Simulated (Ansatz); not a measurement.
## Scan of the Y2–Cl3 bond length

YCl3 (SMILES [Cl][Y]([Cl])[Cl]), singlet, at its PBE0-D4/def2-TZVP minimum:

```
4
angstrom
Cl -1.7448 -0.6743 1.5433
Y 0.0137 -0.0151 -0.0049
Cl 2.2813 -0.8435 0.3041
Cl -0.4948 1.4726 -1.8629
```

The bond length Y2–Cl3 (2.434 Å at the minimum) is set to the values below, with the rest relaxed at PBE0-D4/def2-TZVP at each step. Each method's energies count from its own value at the PBE0-D4 minimum structure. Computed with Ansatz 0.2.0 (basis: def2-TZVPP); correlated methods freeze the cores. Core potentials replace the inner electrons of the atoms past krypton. B3LYP uses VWN-RPA correlation.

CCSD(T) energies along the scan:
```tsv
bond length (Å)	CCSD(T) (eV)
2.093	1.281
2.165	0.738
2.270	0.256
2.392	0.022
2.528	0.030
2.674	0.226
2.830	0.553
2.993	0.953
3.164	1.394
```
They count from the CCSD(T) energy at the PBE0-D4 minimum.

Minimum and curvature along this coordinate at CCSD(T): A fifth-order fit through the nearest points gives 2.452 Å, with a curvature of about 12 eV/Å².

Largest difference from the CCSD(T) curve over the scan: PBE-D4 0.143; B3LYP-D4 0.103; wB97M-V 0.088; HF 0.161 eV. Each curve counts from its own value at the minimum.

The T1 diagnostic stays at or below 0.012.

For scale, one of the runs: CCSD(T)/def2-TZVPP, 182 basis functions (an equivalent command: `ansatz run in.yaml --threads 4`). Hardware: 4 CPU threads, shared host. Wall time 11 s; peak host memory 1.9 GiB.
